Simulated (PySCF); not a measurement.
Partial charges of [AlF4]-

Species: [AlF4]- (charge -1).
Geometry (PBE0-D3(BJ)/def2-SVP, Å), atoms numbered from 1 in this order:
```xyz
5
AlF4 angstrom
Al     0.0001   -0.0002   -0.0005
F      0.0114   -0.0084    1.6959
F      1.5953    0.0100   -0.5788
F     -0.8091    1.3857   -0.5513
F     -0.7977   -1.3871   -0.5654
```

Density: PBE0/pcSseg-1 (pcSseg-2 on Al) (PySCF); schemes: Mulliken, IAO, Hirshfeld and ESP-fitted. Geometry: PBE0-D3(BJ)/def2-SVP; no solvent, vibrations or thermal averaging. The pcSseg-1 basis has no diffuse functions, a weakness for an anion.

Q: Tabulate the Mulliken, IAO, Hirshfeld and ESP-fitted charges.

A: In e:

| atom | environment | Mulliken | IAO | Hirshfeld | ESP-fitted |
| --- | --- | --- | --- | --- | --- |
| Al1 | aluminium bonded to 4 F | +1.229 | +1.514 | +0.505 | +1.303 |
| F2 | fluorine bonded to Al | -0.557 | -0.628 | -0.376 | -0.576 |
| F3 | fluorine bonded to Al | -0.557 | -0.628 | -0.376 | -0.576 |
| F4 | fluorine bonded to Al | -0.557 | -0.628 | -0.377 | -0.576 |
| F5 | fluorine bonded to Al | -0.557 | -0.628 | -0.377 | -0.576 |

Mean size of the charges over all atoms: IAO 0.806 e, ESP-fitted 0.721 e, Mulliken 0.692 e, Hirshfeld 0.402 e. Each set sums to the total charge, -1, to within 0.001 e. The Mulliken scheme gives each basis function's population to the atom it is centred on and halves the overlap population of two atoms between them. The Hirshfeld scheme weights the molecular density at each point by an atom's share of the summed free-atom densities.

Lowest charge. All schemes pick atoms of one kind: Mulliken F2, F3, F4 and F5 (-0.557); IAO F2, F3, F4 and F5 (-0.628); Hirshfeld F4 and F5 (-0.377); ESP-fitted F2, F3, F4 and F5 (-0.576).

Highest charge. All schemes agree: Mulliken Al1 (+1.229); IAO Al1 (+1.514); Hirshfeld Al1 (+0.505); ESP-fitted Al1 (+1.303).

Q: Sum the charges by element, for elements with more than one atom.

A: 
```json
{"element": "F", "atoms": "4", "Mulliken": "-2.229", "IAO": "-2.514", "Hirshfeld": "-1.505", "ESP-fitted": "-2.303"}
```

Q: How many electrons does the IAO scheme count on F2?

A: Z − q = 9 − (-0.628) = 9.628.

These values come from a run that also computed NMR shieldings. The run took 5.8 s of wall time on an x86-64 server with one thread (shared host).
